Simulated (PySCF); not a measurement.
**S (sulfur, neutral) across methods**

[Ne] 3s1 3p5, 3s spin antiparallel (an excited configuration). Computed with PySCF 2.14 in x2c-TZVPPall (5s5p3d1f, 42 functions), with scalar relativity by spin-free X2C-1e.

| method | E (hartree) | mean ε 3s β (eV) | mean ε 3p β (eV) | mean ε 3p α (eV) | Σ⟨r²⟩ (bohr²) | ⟨S²⟩ |
| --- | --- | --- | --- | --- | --- | --- |
| PBE0 | -398.6211 | -20.029 | -8.965 | -8.487 | 29.93 | 1.003 |
| r2SCAN | -398.7325 | -18.561 | -7.943 | -7.715 | 29.96 | 1.005 |
| LDA | -397.3976 | -17.939 | -7.533 | -7.551 | 29.98 | 1.001 |
| r2SCANh | -398.7237 | -19.338 | -8.477 | -8.086 | 30.00 | 1.006 |
| wB97X-V | -398.6933 | -22.800 | -11.387 | -10.732 | 29.91 | 1.002 |
| revPBE | -398.7218 | -17.810 | -7.466 | -7.423 | 29.80 | 1.002 |
| PBE | -398.6186 | -17.844 | -7.485 | -7.459 | 29.85 | 1.002 |
| B97-3 | -398.7144 | -20.210 | -9.024 | -8.498 | 29.96 | 1.002 |
| UHF | -398.04953 | -25.789 | -12.692 | -10.468 | 30.73 | 1.017 |

With the s spin flipped the determinant is a mixture of two multiplicities, not a spectroscopic state.
